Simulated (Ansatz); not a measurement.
Basis-set extrapolation for CHAlClN (`N#[C][AlH][Cl]`) (PBE0-D4/def2-TZVP geometry, frozen core, Ansatz). Multiplicity 1, RHF reference.

|  | cc-pV(T+d)Z | cc-pV(Q+d)Z |
| --- | --- | --- |
| HF | -794.464255 | -794.476690 |
| MP2 correlation | -0.590784 | -0.637620 |
| CCSD(T) correlation | -0.645158 | -0.689811 |

Energies in hartree. Use E(X) = E(∞) + A·exp(−5.46·√X) for Hartree–Fock and E(X) = E(∞) + B·X^(−3.05) for correlation, with X = 3 and 4.

What is the CCSD(T) energy at the basis-set limit?

HF limit: -794.476690 + (-0.012435) × 0.30130 = -794.48044. Correlation limit: -0.689811 + (-0.044653) × 0.71189 = -0.72160. Total: -795.20204 hartree, 243.2 kJ/mol below CCSD(T)/cc-pV(T+d)Z.
